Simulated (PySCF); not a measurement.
Zn(Br)(NMe2) (C₂H₆BrNZn), SMILES [Br][Zn][N](C)C.

Geometry: PBE-D3(BJ)/def2-SVP. The structure was generated by enumeration; whether it is a known compound was not checked. Other conformers were not sampled.

These are PBE-D3(BJ)/def2-SVP (PySCF 2.14.0) values and carry that method's errors.

Frequencies are harmonic and unscaled.

Problem. Give all harmonic wavenumbers and intensities. (An estimate is asked for; the answer gives what the named calculation found.)

Solution. 
```
mode  ν (cm⁻¹)  IR (km/mol)  moving atoms (share of kinetic energy)
----  --------  -----------  --------------------------------------
1           57          2.0        Zn 42 %, C 27 %, Br 17 %, H 14 %
2           71          1.0        Zn 48 %, H 20 %, C 18 %, Br 13 %
3          116          9.6                 N 43 %, H 38 %, Zn 16 %
4          222          5.0         C 37 %, Zn 22 %, N 21 %, H 18 %
5          239          3.2                 Br 42 %, C 31 %, H 18 %
6          240          0.0                                  H 96 %
7          262          8.1                          H 66 %, N 25 %
8          351         18.9        Zn 36 %, C 24 %, H 24 %, Br 13 %
9          565         22.0         C 31 %, Zn 24 %, N 24 %, H 21 %
10         983         95.6                  C 42 %, H 36 %, N 22 %
11        1051          0.9                          H 74 %, C 24 %
12        1073          0.8                          H 80 %, C 20 %
13        1110          1.4                  H 70 %, C 20 %, N 10 %
14        1217         69.5                   N 58 %, C 34 %, H 8 %
15        1238         18.5                  H 38 %, N 37 %, C 24 %
16        1378          1.9                          H 88 %, C 11 %
17        1390          4.6                                  H 96 %
18        1391          7.6                                  H 95 %
19        1408         31.1                          H 85 %, C 15 %
20        1432         24.9                                  H 96 %
21        1451          2.9                                  H 95 %
22        2850         81.7                                  H 96 %
23        2856        218.7                                  H 95 %
24        2903        139.2                           H 92 %, C 8 %
25        2913          4.6                           H 91 %, C 9 %
26        3023         23.7                           H 91 %, C 9 %
27        3023         19.8                           H 91 %, C 9 %
```
